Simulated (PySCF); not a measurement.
## Working with the constants of AgF

RHF-CCSD(T) constants of AgF, ¹Σ⁺ (singlet), closed shell (PySCF, scalar-relativistic core potentials, basis sets Ag def2-TZVPP with ECP28, F def2-TZVPP; masses 106.9051 and 18.9984 u):

```
ωe                      : 512.6 cm⁻¹
ωexe                    : 2.77 cm⁻¹
Be                      : 0.26625 cm⁻¹
αe                      : 0.00199 cm⁻¹
De to Ag (4d10 5s1) + F : 3.23 eV
```

**Question.** What force constant and bond length do these constants imply?

**Answer.** Reduced mass μred = 16.132 u; k = 5.8918×10⁻⁷·μred·ωe² (u, cm⁻¹, mdyn/Å) = 2.50 mdyn/Å; Re = √(16.8576/(μred·Be)) (u, cm⁻¹, Å) = 1.981 Å.

**Question.** Estimate the centrifugal constant D from the Kratzer relation and find the Dunham coefficient a1.

**Answer.** D = 4Be³/ωe² = 2.87e-07 cm⁻¹; a1 = −1 − αeωe/(6Be²) = -3.40.

Correlated steps freeze 1 core orbital. These are scalar-relativistic numbers at best; spin–orbit coupling would shift them, the dissociation energy most. Where the molecule has an RHF reference, its open-shell atoms are computed with UHF. The CCSD T1 diagnostic is raised, a sign that a single reference may not be enough here.
